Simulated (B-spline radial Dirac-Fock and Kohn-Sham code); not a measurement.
**How the binding energies of Er⁹⁺ add up**

System: erbium as Er⁹⁺, configuration [Kr] 4d10 4f10 5s2 5p1; nuclear rms radius 5.2516 fm (A = 166).

Level of theory: Dirac-Fock energy differences between relaxed states, corrected for Breit and QED terms; a B-spline atomic structure program. The model has no electron correlation. Energies are counted from the vacuum level.

All terms are in eV, carry their sign (relaxation lowers the binding energy) and add up to the binding energy; ⟨r⟩ is the mean radius of the orbital in the initial state.

| subshell | −ε (Koopmans) | relaxation | Gaunt | retardation | QED | binding energy | ⟨r⟩ (bohr) |
| --- | --- | --- | --- | --- | --- | --- | --- |
| 1s | 57987.1 | -76.99 | -190.11 | 16.83 | -90.16 | 57646.7 | 0.020 |
| 2s | 9995.1 | -43.20 | -20.03 | 1.37 | -12.63 | 9920.6 | 0.086 |
| 2p1/2 | 9505.0 | -47.37 | -34.76 | 3.81 | 0.30 | 9427.0 | 0.072 |
| 2p3/2 | 8585.8 | -44.93 | -24.32 | 4.96 | -1.04 | 8520.5 | 0.079 |
| 3s | 2413.2 | -21.68 | -3.48 | 0.20 | -2.85 | 2385.4 | 0.224 |
| 3p1/2 | 2198.3 | -22.53 | -6.25 | 0.62 | 0.01 | 2170.2 | 0.214 |
| 3p3/2 | 2001.8 | -21.33 | -4.15 | 0.90 | -0.25 | 1977.0 | 0.228 |
| 3d3/2 | 1640.0 | -23.63 | -2.57 | 0.22 | 0.23 | 1614.2 | 0.201 |
| 3d5/2 | 1597.5 | -23.18 | -1.69 | 0.24 | 0.12 | 1573.0 | 0.205 |
| 4s | 624.3 | -6.75 | -0.75 | 0.05 | -0.67 | 616.2 | 0.507 |
| 4p1/2 | 536.5 | -6.58 | -1.31 | 0.14 | 0.01 | 528.8 | 0.517 |
| 4p3/2 | 491.6 | -5.87 | -0.82 | 0.20 | -0.05 | 485.1 | 0.546 |
| 4d3/2 | 346.9 | -5.43 | -0.37 | 0.04 | 0.05 | 341.2 | 0.572 |
| 4d5/2 | 338.6 | -5.19 | -0.20 | 0.04 | 0.03 | 333.3 | 0.582 |
| 4f | 163.6 | -4.07 | 0.10 | -0.02 | 0.03 | 159.6 | 0.678 |
| 5s | 190.9 | -0.59 | -0.16 | 0.01 | -0.13 | 190.0 | 1.146 |
| 5p | 161.5 | -0.40 | -0.19 | 0.04 | 0.00 | 160.9 | 1.282 |

For the deepest level, K (1s), the Breit terms make up -0.301 % of the binding energy, QED -0.156 % and orbital relaxation -0.134 %.

Spin-orbit splittings: 2p 906.5 eV, 3p 193.2 eV, 3d 41.23 eV, 4p 43.66 eV, 4d 7.94 eV.

Going to the tabulated ground configuration of the next ion removes an electron from O2,3 (5p), computed at 160.9 eV. NIST lists 177 ± 9 eV as the ionisation energy of this species (theoretical), +16.10 eV from the computed value. Where a p, d or f shell is open in either ion the computed value averages over both j values and all terms, while the table refers to the lowest levels; that difference holds spin-orbit splitting (largest in heavy or highly charged ions), term energies where several electrons share open shells, and correlation, and it can reach 10 % or more.
